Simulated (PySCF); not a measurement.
This PySCF input asks for the NMR shieldings of `CNP1CCCCCC1`, C7H16NP; the geometry comes from GFN2-xTB.

```python
import basis_set_exchange as bse
import numpy as np
from pyscf import gto, dft
from pyscf.prop import nmr

atoms = """
C     3.495296   -0.321226   -0.123486
N     2.341455    0.560763   -0.012826
P     0.858993    0.008587   -0.728497
C    -0.099400    1.531602   -0.242587
C    -1.535071    1.531019   -0.761460
C    -2.179164    0.146020   -0.768377
C    -2.142469   -0.580542    0.581014
C    -1.040252   -1.636724    0.657430
C     0.369757   -1.065592    0.718383
H     3.854391   -0.456486   -1.149322
H     3.233819   -1.298631    0.277884
H     4.307672    0.090955    0.477200
H     2.578763    1.463802   -0.418140
H     0.429482    2.402418   -0.641257
H    -0.069260    1.599911    0.847872
H    -1.548998    1.910291   -1.786184
H    -2.137005    2.212836   -0.153338
H    -1.666325   -0.466841   -1.515056
H    -3.215497    0.258767   -1.096353
H    -3.098187   -1.085576    0.741014
H    -2.017941    0.139520    1.391730
H    -1.125424   -2.297619   -0.209011
H    -1.199992   -2.248757    1.550693
H     1.077420   -1.900206    0.744788
H     0.517004   -0.474146    1.627020
"""
names = dict.fromkeys(["C", "N", "P", "H"], "pcSseg-1")
basis = {el: gto.basis.parse(bse.get_basis(n, elements=[el], fmt="nwchem")) for el, n in names.items()}
mol = gto.M(atom=atoms, basis=basis, charge=0, verbose=0)
mf = dft.RKS(mol, xc="PBE0")
mf.grids.level = 2
mf.grids.alignment = dft.numint.BLKSIZE   # the property module wants whole blocks of grid points
mf.conv_tol = 1e-9
mf.kernel()

calc = nmr.RKS(mf)   # GIAO
C = mf.mo_coeff
Co = C[:, mf.mo_occ > 0]
resp = mf.gen_response(singlet=True, hermi=2)
def vind(x):   # induced exchange potential for any number of trial vectors
    d = np.einsum("pi,xij,qj->xpq", C, 2 * x.reshape(-1, C.shape[1], Co.shape[1]), Co, optimize=True)
    return np.einsum("xpq,pi,qj->xij", resp(d - d.transpose(0, 2, 1)), C, Co, optimize=True).ravel()
mo1, _ = nmr.rhf.solve_mo1(calc, with_cphf=vind)
sigma = calc.kernel(mo1)
for i, s in enumerate(sigma):   # ppm
    print("%2d %-2s %9.2f" % (i, mol.atom_pure_symbol(i), np.trace(s) / 3))
```

Problem. What are the results?

Solution. 
```
 0 C     152.93
 1 N     227.83
 2 P     275.56
 3 C     147.71
 4 C     158.93
 5 C     154.43
 6 C     157.44
 7 C     154.97
 8 C     142.89
 9 H      29.15
10 H      29.45
11 H      28.87
12 H      32.45
13 H      30.23
14 H      29.70
15 H      29.79
16 H      30.00
17 H      30.35
18 H      29.86
19 H      29.83
20 H      30.58
21 H      30.24
22 H      29.59
23 H      29.27
24 H      30.59
```

These numbers come from an equivalent density-fitted implementation of the same equations, which agrees with the script to about 0.01 ppm for H and up to a few tenths of a ppm for heavy atoms, so last digits may differ.

Problem. Turn these shieldings into chemical shifts. Referencing at the same level of theory: $^{13}$C (σ = 186.93 ppm) and $^{1}$H (σ = 31.72 ppm) against TMS; $^{15}$N (σ = 267.73 ppm) vs NH3; $^{31}$P (σ = 318.38 ppm) vs H3PO4.

Solution. Averaging equivalent atoms: C 3/8: 41.6; C 0: 34.0; C 5/6: 31.0; C 4/7: 30.0; N 1: 39.9; P 2: 42.8; H 9/10/11: 2.56; H 15/16/21/22: 1.81; H 13/14/23/24: 1.77; H 17/18/19/20: 1.57; H 12: -0.74 ppm. Experimental scales use liquid or dissolved standards, which lie at an offset from isolated NH3 (liquid NH3: subtract about 20 ppm) and H3PO4.

Size and cost of the density-fitted run: 240 basis functions, about 2.6 core-minutes.
